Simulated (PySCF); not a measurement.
Job for PySCF: R-MP2/6-31G* on CH4 (SMILES C) with ghost functions, monomers drawn apart or pushed together.

```python
from pyscf import gto, scf, dft, mp
from pyscf.data.elements import chemcore

mol = gto.M(
    atom='''
    C    -0.00182097    0.15339265    0.24147664
    H    -0.92165666   -0.32997903    0.56776803
    H     0.85327762   -0.44232511    0.55804959
    H    -0.00231193    0.23943448   -0.84429439
    H     0.06360676    1.14630159    0.68426268
    ghost-Ge    0.00142745   -0.12261595    3.67581386
    ghost-H    0.95642481   -1.16045484    3.06917628
    ghost-H    0.45969183    1.28872789    3.28182072
    ghost-H    0.01042272   -0.25353412    5.20669352
    ghost-H   -1.42089429   -0.36553931    3.15123483
    ''',
    basis='6-31g*',
    cart=True,
    charge=0, spin=0, verbose=3, max_memory=1800)
mf = scf.RHF(mol)
mf.conv_tol = 1e-8
mf.max_cycle = 100
mf.kernel()
if not mf.converged:
    mf = mf.newton().run(mf.mo_coeff, mf.mo_occ)
pt = mp.MP2(mf, frozen=chemcore(mol)).run()
```

### Question
What total energy does the run end on?

### Answer
-40.3331 hartree.
